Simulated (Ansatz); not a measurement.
`C=[CH][AlH][SiH2]Cl` + CH₄ → `[CH3][AlH][SiH2]Cl` + ethylene  (formal exchange of groups at the Al–C bond)

Computed with Ansatz on PBE0-D4/def2-TZVP structures; ΔE is electronic, products minus reactants. CCSD(T)/CBS adds triple-zeta CCSD(T) − MP2 to the extrapolated MP2 energy (def2 sets, frozen cores). This one scheme is used for every species. Functionals use def2-TZVPP. B3LYP here is the variant with VWN-RPA as its local correlation; programs differ in this. Each species was taken in one conformer, which may not be the lowest.

`C=[CH][AlH][SiH2]Cl`:

```xyz
11

C    -0.587   -0.805   -1.809
C    -1.442   -0.641   -0.793
Al   -0.885    0.111    0.901
Si    1.439    0.830    1.304
Cl    2.698    0.545   -0.328
H     0.460   -0.524   -1.733
H    -0.891   -1.228   -2.765
H    -2.473   -0.953   -0.965
H    -1.910    0.294    2.104
H     2.065    0.095    2.440
H     1.527    2.278    1.645
```

CH₄:

Z-matrix (Å, degrees):
```
C
H 1 1.090
H 1 1.090 2 109.5
H 1 1.090 2 109.5 3 -120.0
H 1 1.090 2 109.5 3 120.0
```

`[CH3][AlH][SiH2]Cl`:

```xyz
10

C    -0.903    1.669   -0.089
Al    0.643    0.583    0.382
Si    0.639   -1.844   -0.055
Cl   -1.184   -2.385   -0.899
H    -1.722    1.078   -0.504
H    -0.626    2.430   -0.826
H    -1.279    2.209    0.786
H     1.935    1.229    1.051
H     1.694   -2.288   -1.011
H     0.803   -2.681    1.167
```

`C=C`:

Cartesian coordinates in Å:
```
C -0.186 0.608 -0.182
C 0.186 -0.608 0.182
H -0.814 0.776 -1.050
H 0.123 1.488 0.374
H 0.814 -0.776 1.050
H -0.122 -1.488 -0.374
```

```csv
level,ΔE (kJ/mol)
ωB97X-V,14.9
B3LYP,13.2
```

Task: What does CCSD(T)/CBS give? (Estimate.)

Result: The calculation gave: +15.6 kJ/mol. The listed levels differ from it by -0.7, -2.4 kJ/mol.

Largest T1 diagnostic among the species: 0.011.

The D4 term adds +4.8 kJ/mol with B3LYP and +2.8 kJ/mol with PBE0; it sums over pairs of atoms, weighted by their polarisabilities, and B3LYP, whose exchange is more repulsive, gets the larger term.
